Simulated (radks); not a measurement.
The numbers below are computed, except where a source is named.
Task: The technetium ion Tc+, configuration [Kr] 4d5 5s0.5 5p0.5 (fractional occupations, a model configuration). Level of theory: scalar-relativistic Kohn-Sham, PBE, spin-unpolarised, spherical densities, point nucleus (a radial shooting solver on a logarithmic mesh with Libxc functionals). Some entries of the table are withheld. Estimate them.

| orbital | occ. | eigenvalue (Ry) | <r> (bohr) | <1/r> (bohr^-1) |
|---|---|---|---|---|
| 1s | 2 | -1534.431 | 0.03428 | 44.71 |
| 2s | 2 | -219.4332 | 0.1496 | 10.09 |
| 2p | 6 | -196.4498 | 0.1304 | 9.793 |
| 3s | 2 | -38.72018 | 0.4154 | 3.480 |
| 3p | 6 | (1) | 0.4163 | 3.312 |
| 3d | 10 | -18.96659 | 0.3990 | 3.082 |
| 4s | 2 | (2) | 1.058 | (3) |
| 4p | 6 | -3.93763 | (4) | 1.149 |
| 4d | 5 | -1.07976 | 1.661 | 0.8075 |
| 5s | 0.5 | -0.86624 | 3.019 | 0.4246 |
| 5p | 0.5 | -0.52938 | 3.824 | 0.3310 |

Result: 
(1) 3p eigenvalue (Ry): -31.17512
(2) 4s eigenvalue (Ry): -5.99733
(3) 4s <1/r> (bohr^-1): 1.291
(4) 4p <r> (bohr): 1.172
